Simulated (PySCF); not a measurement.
Level of theory: PBE0-D3(BJ)/def2-TZVP run with PySCF. All species are isolated molecules in the gas phase. One relaxed conformer stands for a flexible species; it need not be the lowest. Delta-SCF ions had no search for a lower state. Excitations are Tamm–Dancoff values on a coarser integration grid. The basis has no diffuse functions, so Rydberg states are missing or too high.

Reference species (SMILES): `O[Si](O)(O)O` (neutral, multiplicity 1).

```yaml
S1 excitation (TDA): 8.16 eV
S1–T1 gap (TDA): 0.34 eV
HOMO: -9.11 eV
vertical ionisation energy (Delta-SCF): 11.35 eV
```

Changed species: `O[SiH3]` (3 of 4 OH replaced by H; the reference has 0 of 4 OH replaced by H).

**Question.** What does the change do to the S1 excitation (TDA), S1–T1 gap (TDA), HOMO and vertical ionisation energy (Delta-SCF)?

**Answer.** the S1 excitation (TDA) falls by 1.02 eV, to 7.14 eV; the S1–T1 gap (TDA) rises by 0.08 eV, to 0.42 eV; the HOMO increases by 0.38 eV, to -8.73 eV; the vertical ionisation energy (Delta-SCF) drops by 0.12 eV, to 11.23 eV.
